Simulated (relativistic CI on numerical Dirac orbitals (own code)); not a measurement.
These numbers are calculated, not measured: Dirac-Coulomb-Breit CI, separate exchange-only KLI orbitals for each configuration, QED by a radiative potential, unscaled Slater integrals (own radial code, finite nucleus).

The strongest absorption lines from the ground level of an ion, among the configurations computed and to levels below about 9330 eV (vacuum wavelength in nm, gf): 0.15279 (0.37), 0.15544 (0.54), 0.15561 (0.88), 0.15574 (2), 0.15613 (0.47), 0.15762 (0.81), 0.17154 (2.2), 1.0918 (0.44).

**Question.** Which ion is it?
A. Yb LXIV
B. Tb LIX
C. Cs XLIX
D. Re LXIX

**Answer.** B. Tb LIX has 7 electrons and the ground level 2s2.2p3 2P°_3/2; the strongest line goes to 2s2.2p2.3d 2D_5/2. The pattern of lines fixes the number of electrons, and along that sequence the line energies rise steadily with the charge (about as its square where n changes within one kind of shell, about linearly where n is kept but much faster in heavy ions where fine structure, which grows about as Z⁴, sets the gap, and irregularly where shells cross), which fixes Z. Configurations outside the model, such as inner-shell arrays, can give stronger lines. At this charge energies of transitions that change n are usually good to better than 1 %, and those within a shell (Δn = 0) to a few per cent.

LS names give the leading component of a level, which can be under half, so a name can repeat, a term be missing and a line seem to break the LS rules.
